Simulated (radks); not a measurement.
Ir44+, configuration [Ar] 3d10 4s2 4p3. All-electron calculation, non-relativistic Kohn-Sham, TPSS, spin-polarised, spherical densities, point nucleus; open shells are filled with parallel spins first (spin-orbit coupling, left out, can overturn this in heavy ions); meta-GGA in the generalised Kohn-Sham scheme; relativity is left out, which matters for an element this heavy. Program: a radial shooting solver on a logarithmic mesh with Libxc functionals.

Unscreened Slater integrals over Kohn-Sham orbitals (hartree). They are taken over the spin-up orbitals. Empty in this configuration: 4d.

\begin{tabular}{lr}
integral & value \\ \hline
F0(4p,4p) & 2.2460 \\
F2(4p,4p) & 1.1732 \\
F0(4p,4s) & 2.2330 \\
G1(4p,4s) & 1.5014 \\
F0(4p,3d) & 2.8500 \\
F2(4p,3d) & 0.81716 \\
G1(4p,3d) & 0.26463 \\
G3(4p,3d) & 0.26741 \\
F0(4p,3p) & 2.7830 \\
F2(4p,3p) & 0.89236 \\
G0(4p,3p) & 0.23723 \\
G2(4p,3p) & 0.28841 \\
F0(4p,4d) & 2.2811 \\
F2(4p,4d) & 1.1675 \\
G1(4p,4d) & 1.4112 \\
G3(4p,4d) & 0.91702 \\
F0(4s,4s) & 2.2217 \\
F0(4s,3d) & 2.8099 \\
G2(4s,3d) & 0.25104 \\
F0(4s,3p) & 2.7466 \\
G1(4s,3p) & 0.28095 \\
F0(4s,4d) & 2.2671 \\
G2(4s,4d) & 1.0778 \\
F0(3d,3d) & 5.2948 \\
F2(3d,3d) & 2.7247 \\
F4(3d,3d) & 1.7593 \\
F0(3d,3p) & 4.8510 \\
F2(3d,3p) & 2.3229 \\
G1(3d,3p) & 2.4492 \\
G3(3d,3p) & 1.6428 \\
F0(3d,4d) & 2.9651 \\
F2(3d,4d) & 0.90067 \\
F4(3d,4d) & 0.45679 \\
G0(3d,4d) & 0.28222 \\
G2(3d,4d) & 0.36462 \\
G4(3d,4d) & 0.28956 \\
F0(3p,3p) & 4.5876 \\
F2(3p,3p) & 2.3166 \\
F0(3p,4d) & 2.8690 \\
F2(3p,4d) & 0.92422 \\
G1(3p,4d) & 0.23647 \\
G3(3p,4d) & 0.24237 \\
F0(4d,4d) & 2.3272 \\
F2(4d,4d) & 1.1893 \\
F4(4d,4d) & 0.81343 \\
\end{tabular}

Derived for the open shells (J is the average intra-shell exchange parameter used in DFT+U). 4p: J = F2/5 = 0.2346 hartree.
